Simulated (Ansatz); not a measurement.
Born–Oppenheimer molecular dynamics of BClFH$_{3}$O (7 atoms, charge 0, multiplicity 1). It starts at the highest image of a converged band. Of that band: Neighbouring images differ by up to 2.3 eV, so the band resolves the path poorly. A vibrational analysis at the climbing image gives one clearly imaginary mode, 1193i cm⁻¹: a first-order saddle point.

Level of theory: RKS B3LYP-D4/def2-SVP (Ansatz 0.2.0).

```json
{
  "ensemble": "NVE (velocity Verlet)",
  "time step": "0.5 fs",
  "steps asked": "200",
  "starting velocities drawn for": "300 K",
  "seed": "8687"
}
```

First frame:

```xyz
7
Properties=species:S:1:pos:R:3
B 0.111 0.076 -0.030
H 0.168 -0.339 1.265
Cl 1.700 -0.127 -0.796
O -0.999 -0.284 -0.715
H -1.835 -0.140 -0.257
F -0.033 1.610 0.620
H 0.086 0.700 1.332
```

(1) What does the run give?

(2) What happens to the structure?

(3) How do temperature and energy run in time?

## Answers

(1) All steps were run.

```json
{
  "steps done": "200",
  "time covered": "100 fs",
  "mean temperature over the second half": "1457 K",
  "spread of the potential energy over the second half": "4.5 meV per atom",
  "mean potential energy of the second half above the start": "-106.8 meV per atom"
}
```

The conserved energy stayed within 0.11 meV per atom of its start (net change 0.019 meV per atom), so the integration is sound. The kinetic energy rose, since the run started high on the potential surface and went downhill. It ends in pieces (BClH2O + FH), so much of that is their flight and rotation, not heat. A run of 0.1 ps of so small a system gives no equilibrium averages. The orbitals stay closed-shell, which can raise the energy where a bond breaks towards radicals; this wasn't checked here.

(2) Between its relaxed ends the band would form B1–F6, H2–H7 and break B1–H2, F6–H7. These pairs go: B1–F6 1.67 → 4.50 Å, H2–H7 1.04 → 4.88 Å, B1–H2 1.36 → 1.18 Å, F6–H7 1.16 → 0.95 Å. In the last frame they stand as before the step (other bonds may differ from the relaxed reactants and products). It ends as BClH2O + FH. Pairs count as bonded within 1.25 times the sum of covalent radii (0.12 Å more for H–H). This is one draw of velocities; another would differ in detail.

(3) 
| time (fs) | T (K) | potential energy less start (eV) | conserved less start (meV/atom) |
| --- | --- | --- | --- |
| 0 | 300 | 0.000 | 0.00 |
| 8 | 170 | 0.084 | 0.04 |
| 16 | 477 | -0.114 | 0.05 |
| 24 | 1037 | -0.476 | -0.01 |
| 32 | 1424 | -0.726 | -0.02 |
| 40 | 1411 | -0.717 | 0.06 |
| 48 | 1452 | -0.745 | 0.04 |
| 56 | 1438 | -0.735 | -0.01 |
| 64 | 1465 | -0.753 | -0.01 |
| 72 | 1441 | -0.737 | 0.05 |
| 80 | 1523 | -0.790 | 0.04 |
| 88 | 1493 | -0.771 | -0.01 |
| 96 | 1478 | -0.761 | 0.02 |

The run took 6.4 min on 1 thread of Arm Neoverse V2, on a shared host, peak memory 0.16 GiB.
